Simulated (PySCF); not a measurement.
A structure optimised at B3LYP-D3(BJ)/def2-SVP, used in a PySCF frequency run:

```
Mo
O 1 1.6819
N 1 1.7333 2 108.77
H 3 1.0214 1 145.06 2 1.52
F 1 1.8643 2 110.79 3 118.93
O 1 1.8773 2 109.51 3 -118.46
H 6 0.9672 1 124.85 2 127.94
```
Charge 0, spin multiplicity 1.

### Question
Write its SMILES and formula.

### Answer
[NH]=[Mo](=[O])([OH])[F], FH₂MoNO₂

### Question
What are its rotational constants (standard atomic weights)?

### Answer
3.7435, 3.3817, 3.1264 GHz
